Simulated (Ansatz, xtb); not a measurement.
# C2H6FISi: 3 structures ranked

3 gas-phase structures of C2H6FISi, found in a search over its isomers (lower ones may exist). Each was relaxed with GFN2-xTB; where two conformers were screened, the lower at r2SCAN-D4/def2-SVP is listed:

A. `CC[Si@H](F)I`, a singlet
B. `F[SiH2]CCI`, a singlet
C. `C[Si](C)(F)I`, a singlet

Estimate their order in r2SCAN-D4/def2-SVP energy at these geometries, lowest first.

Calculated order at r2SCAN-D4/def2-SVP: C (0.0), A (65.3), B (207.0) kJ/mol.

Energies above the lowest of each column, in kJ/mol; the last columns are at B3LYP-D3(BJ)/def2-SVP geometries and were run for some of them only (a dash: not run or not comparable):

```
structure  GFN2-xTB  HF/STO-3G  r2SCAN-D4/def2-SVP  B3LYP-D3(BJ)/def2-SVP  CCSD(T)/def2-SVP + ΔMP2/def2-TZVPP
        C      24.8        0.0                 0.0                    0.0                                 0.0
        A       0.0       59.8                65.3                   57.6                                62.2
        B     115.1      215.4               207.0                      –                                   –
```

CCSD(T)/def2-SVP + ΔMP2/def2-TZVPP puts C lowest of those it was run on; GFN2-xTB picks A. Flexible structures stand in one conformer each, not always the lowest. Frequencies (B3LYP-D3(BJ)/def2-SVP) were run for A, C alone. Atoms past krypton carry core potentials in the def2 sets, without spin–orbit terms. ΔMP2 is the change of the MP2 energy from the smaller to the larger basis.

Programs: Ansatz 0.2.0, xtb 6.7.1.
